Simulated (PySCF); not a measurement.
Molecule: SMILES C=CC1=C(C)C=NN=N1, C$_{6}$H$_{7}$N$_{3}$.

Atom-mapped SMILES (the numbers label the heavy atoms): `[CH2:1]=[CH:2][c:3]1[n:4][n:5][n:6][cH:7][c:8]1[CH3:9]` (H(Xn): hydrogen on atom n). Ha(C1) is cis to C3; Hb(C1) is trans to C3.

Geometry GFN2-xTB throughout; GIAO in PySCF, gas phase, one conformer, non-relativistic; equivalent atoms averaged; basis pcSseg-1.

Task: How do the shifts δ (against TMS, NH3 at the same level) depend on the functional? (a selection of nuclei; ppm; last column core-seconds on shared hosts with different chips, so compare them loosely)

Result: 
| functional | kind | C3 | C7 | C1 | C8 | C9 | N4 | H(C7) | Ha(C1) | H(C9) | core-s |
| --- | --- | --- | --- | --- | --- | --- | --- | --- | --- | --- | --- |
| KT2 | GGA | 143.7 | 143.4 | 124.7 | 119.6 | 17.3 | 375.6 | 8.52 | 8.03 | 2.26 | 33 |
| PBE0 | global hybrid | 156.2 | 155.7 | 136.9 | 129.0 | 17.0 | 419.3 | 8.99 | 8.38 | 2.35 | 68 |
| B97-2 | global hybrid | 153.2 | 152.4 | 133.5 | 126.2 | 17.3 | 408.2 | 8.90 | 8.29 | 2.35 | 42 |
| CAM-B3LYP | range-separated hybrid | 161.0 | 159.8 | 139.4 | 133.0 | 16.4 | 431.9 | 8.96 | 8.36 | 2.35 | 58 |

Task: Which nucleus among those listed moves most, in ppm?

Result: N4 (pyridine-type ring nitrogen): from 375.6 ppm with KT2 to 431.9 ppm with CAM-B3LYP. The smallest spread is 0.09 ppm, at H(C9). Proton shifts span only some 12 ppm, so a few tenths of a ppm matter as much there as several ppm in carbon.
